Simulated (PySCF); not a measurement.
From one molecule to another.

First species: C5H9O2P.
SMILES with atom numbers: `[CH3:1][O:2][C:3]1=[CH:4][CH2:5][P@H:6](=[O:7])[CH2:8]1` (hydrogens: H9, H10, H11 on C1; H12 on C4; H13, H14 on C5; H15 on P6; H16, H17 on C8)

Structure used (GFN2-xTB), in Å, numbered top down from 1:
```xyz
17
C5H9O2P angstrom
C      2.593    0.842    0.166
O      1.341    1.295   -0.296
C      0.310    0.415   -0.266
C      0.306   -0.851    0.151
C     -0.999   -1.581    0.045
P     -2.218   -0.218   -0.105
O     -3.455   -0.443   -0.852
C     -0.990    0.969   -0.779
H      3.275    1.682    0.054
H      2.541    0.547    1.219
H      2.952   -0.004   -0.428
H      1.169   -1.371    0.530
H     -1.189   -2.233    0.899
H     -1.059   -2.194   -0.862
H     -2.407    0.217    1.207
H     -1.143    2.002   -0.466
H     -1.036    0.936   -1.873
```

Second species: 1-fluoropentane, C5H11F.
SMILES: `C(CF)CCC`

Levels: CAM-B3LYP/def2-SVPD for HOMO energy, LUMO energy, HOMO–LUMO gap and static isotropic polarisability; TDDFT CAM-B3LYP/def2-SVPD for lowest singlet excitation; TDA CAM-B3LYP/def2-SVPD for lowest triplet excitation (Tamm–Dancoff). Geometries: GFN2-xTB. Each species is one conformer at its optimised geometry, gas phase, non-relativistic unless stated; the electronic structure was computed with PySCF and density fitting.

The conformers computed, where there is a choice (atom-mapped SMILES and torsion angles):
- `[CH3:1][CH2:2][CH2:3][CH2:4][CH2:5][F:6]`: C1–C2–C3–C4 179°, C2–C3–C4–C5 176°, C3–C4–C5–F6 -66°

The conformers of `COC1=CC[P@H](=O)C1` aren't listed.

```json
{"property": "HOMO energy", "column X": "-10.33 eV", "column Y": "-8.26 eV"}
{"property": "LUMO energy", "column X": "1.43 eV", "column Y": "1.07 eV"}
{"property": "HOMO–LUMO gap", "column X": "11.76 eV", "column Y": "9.33 eV"}
{"property": "lowest singlet excitation", "column X": "8.80 eV", "column Y": "6.41 eV"}
{"property": "lowest triplet excitation (Tamm–Dancoff)", "column X": "8.63 eV", "column Y": "4.39 eV"}
{"property": "static isotropic polarisability", "column X": "63.5 au", "column Y": "85.5 au"}
```

(1) Which column belongs to which species?

(2) How does each property change from the first species to the second?

Answers

(1) Column X is the second species and column Y the first. The first has 17 atoms and 70 electrons, the second 17 and 50.

(2) HOMO energy -2.07 eV; LUMO energy +0.36 eV; HOMO–LUMO gap +2.43 eV; lowest singlet excitation +2.39 eV; lowest triplet excitation (Tamm–Dancoff) +4.24 eV; static isotropic polarisability -22.0 au.

On the first: The principal polarisabilities are 68.0, 85.4 and 103.3 au; their mean is the isotropic value. No computed singlet falls in the visible range (750 to 380 nm, 1.65 to 3.26 eV); S1 lies 3.15 eV above its blue end.

On the second: S1 lies 2.96 eV below the HOMO–LUMO gap; its leading configuration is HOMO→LUMO, weight 0.87. The vertical singlet–triplet gap S1 − T1 is 0.17 eV (TDDFT singlet less Tamm–Dancoff triplet; S1: HOMO→LUMO, weight 0.87; T1: HOMO→LUMO, weight 0.75).
